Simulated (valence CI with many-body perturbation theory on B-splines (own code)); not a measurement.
# From CI to CI+MBPT in Rb XXIII

Calculated by configuration interaction combined with many-body perturbation theory (CI+MBPT): five valence electrons over a frozen Dirac-Fock core [Ne], radial functions for each j: 9 s, 9 p, 8 d, 6 f, 3 g, 1 h, with the one-electron correlation potential Σ1 (screened to all orders), the two-electron term Σ2, the three-electron term Σ3, Breit, model QED; selected single and double excitations, second order for the rest (own B-spline code, finite nucleus).

No measured spectrum was set against this ion. As an estimate, levels of excited configurations hold to 0.05 to 0.15 % of their energy, terms of the ground configuration to about 0.5 %. Among the levels kept, up to 460 cm⁻¹ of a level comes from second order outside the variational space, and about a tenth of that is noise between levels of different J, which matters for small intervals.

Each rung adds one term. CI alone is the Dirac-Coulomb CI over the frozen core; QED comes last and gives the full result, which names the levels. Energies are above 3s²3p³ ⁴S°_3/2 on the same rung, in cm⁻¹.

Names give the largest LS component (configuration and term), which can be under half, so a name can repeat, a term be missing and a line seem to break the LS rules; names also repeat where a configuration has a term twice. Letters in brackets count levels of one name in rising energy.

```
              Level  CI alone
     3s²3p³ ²D°_3/2     87909
     3s²3p³ ²D°_5/2    120397
     3s²3p³ ²P°_1/2    168379
     3s²3p³ ²P°_3/2    244503
       3s3p⁴ ⁴P_5/2    546727
       3s3p⁴ ⁴P_3/2    604657
       3s3p⁴ ⁴P_1/2    617860
       3s3p⁴ ²D_3/2    681135
       3s3p⁴ ²D_5/2    712122
    3s²3p²3d ⁴F_3/2    752975
3s²3p²3d ²P_3/2 [a]    772897
       3s3p⁴ ²P_1/2    776190
    3s²3p²3d ⁴F_5/2    782583
    3s²3p²3d ²F_5/2    817532
    3s²3p²3d ⁴F_7/2    830631
    3s²3p²3d ⁴D_1/2    834574
```

(1) What do these energies become with core correlation, Breit and QED?

(2) How does the ionisation energy move along the ladder, and which term matters most?

Answers

(1) 3s²3p³ ²D°_3/2 86995 (-914); 3s²3p³ ²D°_5/2 118693 (-1703); 3s²3p³ ²P°_1/2 166658 (-1721); 3s²3p³ ²P°_3/2 241683 (-2820); 3s3p⁴ ⁴P_5/2 544354 (-2373); 3s3p⁴ ⁴P_3/2 601879 (-2778); 3s3p⁴ ⁴P_1/2 614963 (-2897); 3s3p⁴ ²D_3/2 677416 (-3719); 3s3p⁴ ²D_5/2 707645 (-4477); 3s²3p²3d ⁴F_3/2 748204 (-4771); 3s²3p²3d ²P_3/2 [a] 767624 (-5273); 3s3p⁴ ²P_1/2 770957 (-5233); 3s²3p²3d ⁴F_5/2 776930 (-5653); 3s²3p²3d ²F_5/2 811601 (-5930); 3s²3p²3d ⁴F_7/2 824217 (-6414); 3s²3p²3d ⁴D_1/2 828854 (-5720).

(2) CI alone 1014.6, + Σ1 1015.4, + Σ2 1015.3, + Σ3 1015.0, + Breit 1014.7, + QED 1014.7 eV. The largest step is Σ1, 0.8 eV. NIST lists 1024 ± 4 eV (semi-empirical).
